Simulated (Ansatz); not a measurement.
`CC[SiH2]C=S` + H–F → `F[SiH2]C=S` + `CC`  (ligand exchange at the Si–C bond)

Isolated molecules relaxed with PBE0-D4/def2-TZVP in Ansatz; ΔE leaves out vibrations. CBS: MP2 limit from def2 TZ/QZ plus the TZ coupled-cluster correction, frozen cores. This one scheme is used for every species. Functionals use def2-TZVPP. One conformer a species, not always the lowest.

Problem. Is it downhill or uphill in electronic energy at CCSD(T)/CBS, and by how much? (Estimate.)

Solution. The calculation gave: Downhill: ΔE = -32.2 kcal/mol.

Problem. What do these levels give: PBE-D4, BLYP, CAM-B3LYP, HF/def2-SVP, CCSD(T)/def2-TZVPP, MP2/CBS(def2)? (An estimate is asked.)

Solution. Ansatz gave: PBE-D4 -30.1, BLYP -37.2, CAM-B3LYP -36.9, HF/def2-SVP -37.1, CCSD(T)/def2-TZVPP -32.5, MP2/CBS(def2) -31.9 kcal/mol.

Largest T1 diagnostic among the species: 0.015.

The D4 term adds +3.4 kcal/mol with B3LYP and +2.0 kcal/mol with PBE0; it sums over pairs of atoms, weighted by their polarisabilities, and B3LYP, whose exchange is more repulsive, gets the larger term. In def2-TZVPP, CCSD(T) changes the Hartree–Fock value by +7.6 kcal/mol (the triples alone add +1.1 kcal/mol) and MP2 by +7.9 kcal/mol.

B3LYP here is the variant with VWN-RPA as its local correlation; programs differ in this.
